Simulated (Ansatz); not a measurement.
C2H3FGe, SMILES `F[C]1=[CH][GeH2]1`. Total charge 0; spin multiplicity 1. Geometry: relaxed with PBE0-D4/def2-TZVP.

```xyz
7

F     2.224    0.610   -0.050
C     0.954    0.249   -0.090
C     0.124   -0.156   -1.028
Ge   -0.734   -0.074    0.706
H     0.110   -0.356   -2.091
H    -1.678    1.083    1.051
H    -0.999   -1.356    1.502
```

**Question.** What is the dipole moment at B3LYP/def2-TZVPP? (Estimate.)

**Answer.** The calculation gave: 1.53 D, with components (-1.48, -0.40, 0.04) D in this frame, pointing from negative to positive charge.

**Question.** And with PBE, r2SCAN, ωB97M-V? (An estimate is asked.)

**Answer.** Ansatz gave: PBE 1.28 D, r2SCAN 1.36 D, ωB97M-V 1.58 D.

**Question.** Give the Mulliken charges with B3LYP, ωB97M-V, r2SCAN in def2-TZVPP. (Best estimate.)

**Answer.** The calculation gave: 
```
atom  B3LYP  ωB97M-V  r2SCAN
  F1  -0.18    -0.17   -0.17
  C2   0.17     0.13    0.16
  C3  -0.19    -0.19   -0.17
 Ge4   0.05     0.05    0.10
  H5   0.13     0.13    0.10
  H6   0.00     0.03   -0.01
  H7   0.00     0.03   -0.01
```

B3LYP here is the variant with VWN-RPA as its local correlation; programs differ in this.
